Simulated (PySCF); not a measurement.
## Electric field gradients and quadrupole coupling constants

Compound: C₈H₁₃OP.
Cartesian coordinates in Å at the GFN2-xTB level; atoms count from 1:
```
atom  x, y, z in Å
C1     3.9806   -0.2065   -0.5731
O2     2.7183   -0.8068   -0.7029
C3     1.6670   -0.0583   -0.3066
C4     0.3888   -0.5020   -0.3062
C5    -0.5664    0.4720    0.1503
C6    -2.0329    0.1643    0.2443
C7    -2.2731   -0.9692    1.2439
C8    -2.5920   -0.1975   -1.1328
C9    -0.0127    1.6528    0.5093
P10    1.7459    1.7125    0.1508
H11    4.0238    0.7404   -1.1254
H12    4.2184   -0.0098    0.4793
H13    4.7033   -0.9079   -0.9864
H14    0.1169   -1.5022   -0.5950
H15   -2.5480    1.0617    0.6051
H16   -1.8676   -0.7064    2.2183
H17   -1.7939   -1.8851    0.9076
H18   -3.3389   -1.1574    1.3510
H19   -3.6642   -0.3703   -1.0712
H20   -2.4108    0.6091   -1.8397
H21   -2.1193   -1.0996   -1.5127
H22   -0.5580    2.5155    0.8522
H23    2.2102    1.4774    1.4501
```

Field gradients from the PBE0/pcSseg-1 density (PySCF, non-relativistic), principal values in atomic units, ordered |Vxx| ≤ |Vyy| ≤ |Vzz|:

```tsv
atom	Vxx	Vyy	Vzz
O2	-0.2503	-1.6250	1.8753
```

Q: Find the asymmetry η = (Vxx − Vyy)/Vzz and the couplings χ = eQV/h (234.96 MHz × Q in barn × V in au), with Q(17O) = −0.0256 b.

A: 
| atom | environment | nucleus | η | χzz (MHz) | χxx (MHz) | χyy (MHz) |
| --- | --- | --- | --- | --- | --- | --- |
| O2 | oxygen bonded to 2 C | 17O | 0.73 | -11.28 | 1.51 | 9.77 |

The tensor is traceless: Vxx + Vyy + Vzz = 0.

Q: What is Vzz at O2 in SI units (1 au = 9.71736 × 10²¹ V/m²)?

A: 1.8753 au = 18.223 × 10²¹ V/m².

Q: What couplings would deuterons (Q(2H) = 0.00286 b) have in place of the hydrogens, at this geometry?

A: 
| atom | bonded to | bond length (Å) | Vzz (au) | η | χzz (kHz) |
| --- | --- | --- | --- | --- | --- |
| H11 | C1 | 1.097 | 0.2837 | 0.09 | 191 |
| H12 | C1 | 1.097 | 0.2876 | 0.08 | 193 |
| H13 | C1 | 1.089 | 0.3046 | 0.07 | 205 |
| H14 | C4 | 1.076 | 0.3403 | 0.08 | 229 |
| H15 | C6 | 1.096 | 0.2935 | 0.02 | 197 |
| H16 | C7 | 1.088 | 0.3144 | 0.02 | 211 |
| H17 | C7 | 1.087 | 0.3162 | 0.03 | 212 |
| H18 | C7 | 1.088 | 0.3162 | 0.02 | 212 |
| H19 | C8 | 1.088 | 0.3159 | 0.02 | 212 |
| H20 | C8 | 1.088 | 0.3142 | 0.02 | 211 |
| H21 | C8 | 1.087 | 0.3161 | 0.03 | 212 |
| H22 | C9 | 1.077 | 0.3429 | 0.09 | 230 |
| H23 | P10 | 1.400 | 0.2004 | 0.09 | 135 |

One conformer (not necessarily the lowest) at the GFN2-xTB geometry, without solvent, vibrations or thermal averaging. GFN2-xTB bond lengths can be off by several hundredths of an ångström, more for odd bonds, and the gradients follow them. The small basis limits the accuracy of the gradients.

The run behind these numbers computed NMR shieldings as well. Time: 62 s; peak memory 1.1 GiB. Hardware: Arm Neoverse V1, one thread, shared host with 32 logical CPUs at a one-minute load of 22.
